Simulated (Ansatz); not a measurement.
BeClH (SMILES [BeH][Cl]) moved off its minimum; all values from Ansatz (a program for electronic structure), cores frozen in correlated methods.
(charge 0, multiplicity 1)
```xyz
3

Be    -0.0816    -0.0616    -1.2920
H     -0.0607    -0.0042    -2.7299
Cl    -0.0195    -0.0289     0.4477
```

Problem. Give the forces (eV/Å), the total energy and the dipole at CCSD(T)/aug-cc-pV(T+d)Z.

Solution. 
```tsv
atom	Fx	Fy	Fz
Be1	0.047	0.121	-2.888
H2	-0.064	-0.107	1.391
Cl3	0.017	-0.014	1.498
```
Energy -475.0824 hartree, dipole 0.19 D.
